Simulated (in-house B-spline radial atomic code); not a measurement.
Pd. Computed with a B-spline radial atomic code. Model: non-relativistic spherical atom: semilocal Troullier-Martins pseudo-atom, one channel per l, against all electrons, high spin, G0W0 and RPA with empty states to l = 8, local potential for every l without a channel, a model core (radius 0 = none) keeps its share of the functional.

Without relativity these are model numbers for so heavy an element.

What the tables leave out is listed at the end.

The pseudopotential gives back the lowest level of each angular momentum of its own functional in the configuration it was made in; a second state of the same l is only approximately right. Exact exchange, RPA and GW see the smooth pseudo-orbitals and miss the exchange with the core, for which the functional's share stands in. The column with an uncorrelated core keeps all orbitals and exact exchange, and so separates missing core correlation from pseudisation. Only the three outermost levels and the lowest empty one were computed. RPA here is direct RPA, with no exchange kernel, and its energies carry an (l + 1/2)⁻⁴ tail. A hybrid on a potential with a model core restores only its own semilocal share of the core's exchange.

Command:
```bash
python run_psgw.py task.json out
```
Settings (lengths in bohr, energies in hartree):
```
Z                      46
electrons              46
configuration          [Kr] 4d10
generated_in           [Kr] 4d10
functional             pbe,pbe
core_shells            6
radius_factor          1.15
core_correction        False
```

Run time, properties included: 40 s on 1 thread of Arm Neoverse N1 (shared host).

Given: made with PBE; model core radius 0 bohr; local radius 1.051 bohr; mean-field start PBE0.

Valence shells of the generating configuration: 4s, 4p, 4d.

Channel: s 1.014, p 1.056, d 1.259 (radii in bohr).

Computed: largest level miss in the spin-unpolarised generating configuration 0.001 eV; valence RPA correlation energy all-electron orbitals -1.1298 hartree; valence RPA correlation energy pseudo -1.1549 hartree; all-electron RPA polarisability, core included 18.522 bohr³.

```tsv
level	occupied	mean-field all-electron (eV)	mean-field pseudo minus all (eV)	G0W0 all-electron (eV)	G0W0 uncorrelated core minus all (eV)	G0W0 pseudo minus all (eV)	exchange self-energy all-electron (eV)	exchange self-energy pseudo (eV)
4d	1	-5.5093	-0.001	-8.4515	0.085	-0.058	-31.393	-28.188
5s (empty)	0	-1.8034	-0.032	-0.28544	0.016	-0.004	-1.9847	-1.6807
```

Question: What is the pseudo-atom RPA polarisability?

Answer: 18.468 bohr³.

Given: mean-field start Hartree-Fock.

Computed: valence RPA correlation energy pseudo -1.0085 hartree; all-electron RPA polarisability, core included 11.6 bohr³; pseudo-atom RPA polarisability 11.489 bohr³.

```tsv
level	occupied	mean-field all-electron (eV)	mean-field pseudo minus all (eV)	G0W0 all-electron (eV)	G0W0 uncorrelated core minus all (eV)	G0W0 pseudo minus all (eV)	exchange self-energy all-electron (eV)	exchange self-energy pseudo (eV)
4d	1	-9.1431	-0.018	-8.8592	0.103	0.095	-31.687	-28.63
```

Question: What is the valence RPA correlation energy all-electron orbitals?

Answer: -0.98373 hartree.

Among the listed levels the largest G0W0 shift of the pseudo-atom is +0.10 eV, for 4d on the Hartree-Fock start, while leaving the core uncorrelated moves that level by +0.10 eV. The rest, -0.01 eV, comes from pseudisation and the lost core exchange. Not in the tables (levels of low weight, unsolved or above zero; the highest and the empty levels are kept at any weight): on PBE, a start not tabulated, the G0W0 levels 4d (pseudo minus all -0.05 eV, weights 0.55 and 0.56), 4p (pseudo minus all -3.12 eV, weights 0.15 and 0.04), 4s (pseudo minus all +2.36 eV, weights 0.04 and -0.00), 5s (pseudo minus all -0.01 eV, weights 0.87 and 0.87); on PBE0 the G0W0 levels 4p (pseudo minus all -3.51 eV, weights 0.02 and 0.12), 4s (pseudo minus all +0.01 eV, weights 0.02 and 0.02); on Hartree-Fock the G0W0 levels 4p (pseudo minus all -0.06 eV, weights 0.32 and 0.31), 4s (pseudo minus all -0.14 eV, weights 0.32 and -0.14).
